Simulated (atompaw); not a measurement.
K (Z = 19): PAW (atompaw) pseudisation with PBE, scalar-relativistic reference atom.

| Item | Value |
| --- | --- |
| Element | K (Z = 19) |
| Generator | atompaw 4.2.0.5 |
| Type | PAW |
| Functional | PBE |
| Relativity | scalar-relativistic |
| Frozen core | [Ne] 3s2 |
| Valence charge | 7 |
| Reference configuration | 3p6 3d0.5 4s0.5 4p0 |
| Partial waves | 4s (bound): rc 3.00 bohr; 4s channel at 1.6 Ry: rc 3.00 bohr; 3p (bound): rc 2.20 bohr; 4p (bound, empty): rc 3.00 bohr; 3d (bound): rc 3.00 bohr; 3d channel at 2.55 Ry: rc 3.00 bohr |
| Local potential | troulliermartins scheme with l = 3 at 0 Ry, radius 2.10 bohr |
| Core correction | smooth core density matched at 2.20 bohr |
| Augmentation charge | besselshape compensation charge, radius 2.80 bohr; PAW radius 3.00 bohr; waves and projectors: custom polynom vanderbiltortho |

* Cutoffs needed: 15 Ry and 30 Ry (the cutoffs (Ry, on a coarse ladder) from which the occupation-weighted sum of valence levels, in a spherical-Bessel basis at the reference potential, stays within 10 and 1 mRy of its value at 400 Ry)
* Ghost test: ghost state, extra bound levels that the all-electron valence spectrum of the same l lacks: s at -49.9 eV; a true bound ghost makes a file unfit for plane-wave use (spherical-Bessel basis up to 400 Ry, 20 bohr box)
* Lowest eigenvalue of the overlap operator: 0.28 (s channel)
* Overlap eigenvalues printed by atompaw (projector basis): 0.0831, 0.982, 1.76, 357, 2.81e+04, 4.53e+05
* Share of each valence orbital outside the PAW sphere: 4s 86 %, 3p 2 %, 4p 97 %, 3d 92 %
